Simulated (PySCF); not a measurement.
## Sn (tin, neutral) across methods

[Kr] 4d10 5s2 5p2, high-spin 3P determinant. All numbers are calculated (PySCF 2.14, scalar relativity through the core potential, in def2-TZVPPD with the def2 core potential (28 electrons) (7s5p4d2f, 56 functions)). The B2PLYP total includes its PT2 part (frozen core); its orbital energies are those of the SCF part.

```
   method  E (hartree)  mean ε 5s α (eV)  mean ε 5s β (eV)  mean ε 5p α (eV)  Σ⟨r²⟩ (bohr²)   ⟨S²⟩
      UHF   -213.33996           -15.616           -12.022            -7.262          58.89  2.012
   M06-2X    -214.1954           -13.462           -10.748            -5.820          57.90  2.007
   B2PLYP    -213.9761           -13.497           -11.328            -5.709          58.35  2.005
  wB97M-V    -214.2064           -14.775           -12.849            -6.864          58.02  2.003
      PBE    -214.2494           -10.963            -9.840            -4.100          58.18  2.002
   r2SCAN    -214.3312           -11.415            -9.922            -4.394          57.66  2.005
      LDA    -213.9104           -11.214           -10.238            -4.158          58.06  2.001
     PBE0    -214.2588           -12.320           -10.645            -5.021          57.91  2.003
BHandHLYP    -214.1882           -13.478           -11.515            -5.678          58.07  2.004
```

Energies and moments cover only the electrons outside the core potential.
